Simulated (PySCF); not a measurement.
Species: B3H6N.
Z-matrix (Å and degrees, PBE0-D3(BJ)/def2-SVP geometry), rows numbered from 1:
```
B 
N   1  1.4445
B   2  1.4447  1  120.00
B   2  1.4444  1  120.03  3   179.38
H   1  1.2065  2  119.27  3     0.65
H   1  1.2065  2  119.37  3  -179.31
H   3  1.2068  2  119.35  1    -0.55
H   3  1.2065  2  119.32  1   179.39
H   4  1.2066  2  119.35  1     0.30
H   4  1.2067  2  119.31  1  -179.78
```

All values: wB97X-D/def2-SVPD (PySCF, non-relativistic), on one gas-phase PBE0-D3(BJ)/def2-SVP geometry that isn't relaxed in the solvent. The solvent is an IEF-PCM continuum (van der Waals radii × 1.2), and excitations are vertical TDDFT with non-equilibrium linear response and a frozen core. Specific hydrogen bonds and non-electrostatic terms are outside this model.

Gas-phase singlets (H = HOMO, L = LUMO):

| state | E (eV) | λ (nm) | f | leading configuration |
| --- | --- | --- | --- | --- |
| S1 | 6.027 | 206 | 0.000 | H→L 38% |
| S2 | 6.029 | 206 | 0.000 | H→L+1 38% |
| S3 | 6.325 | 196 | 0.000 | H-2→L+1 43% |
| S4 | 7.082 | 175 | 0.029 | H-1→L+1 44% |
| S5 | 7.112 | 174 | 0.000 | H-2→L+1 25% |

Question: What are the lowest 5 singlets in acetone (ε = 20.49)?

Answer: 
```
state  E (eV)  λ (nm)      f  leading configuration  change by rank (eV)
   S1   6.079     204  0.000                H→L 44%               +0.052
   S2   6.081     204  0.000              H→L+1 44%               +0.052
   S3   6.378     194  0.000            H-2→L+1 45%               +0.053
   S4   7.129     174  0.035            H-1→L+1 46%               +0.047
   S5   7.175     173  0.000                H→L 24%               +0.063
```

Question: How do the frontier levels move from gas to acetone?

Answer: 
| orbital | gas (eV) | solvent (eV) | change (eV) | Löwdin shares, gas | Löwdin shares, solvent |
| --- | --- | --- | --- | --- | --- |
| LUMO+2 | 2.08 | 2.22 | +0.14 | B1 29 %, B3 29 %, B4 29 % | B1 28 %, B4 28 %, B3 28 % |
| LUMO+1 | 0.36 | 0.50 | +0.14 | B3 37 %, B4 24 %, N2 15 %, H7 6 % | B3 38 %, B4 21 %, N2 15 %, H7 6 % |
| LUMO | 0.36 | 0.50 | +0.14 | B1 39 %, B4 20 %, N2 15 %, B3 7 % | B1 38 %, B4 23 %, N2 15 %, H5 6 % |
| HOMO | -10.93 | -10.87 | +0.06 | B4 17 %, B3 17 %, B1 17 %, H10 8 % | B4 17 %, B3 17 %, B1 17 %, H10 8 % |
| HOMO-1 | -11.49 | -11.42 | +0.07 | B1 19 %, N2 17 %, B4 17 %, H6 12 % | B1 19 %, N2 17 %, B4 16 %, H6 13 % |
| HOMO-2 | -11.49 | -11.42 | +0.07 | B3 21 %, N2 17 %, B4 12 %, H8 12 % | B3 21 %, N2 17 %, B4 13 %, H8 13 % |
| HOMO-3 | -12.29 | -12.13 | +0.16 | N2 60 %, B4 12 %, B1 12 %, B3 12 % | N2 60 %, B4 12 %, B1 12 %, B3 12 % |

The HOMO–LUMO gap goes from 11.29 to 11.36 eV. Shares within a degenerate set are those of one arbitrary member.
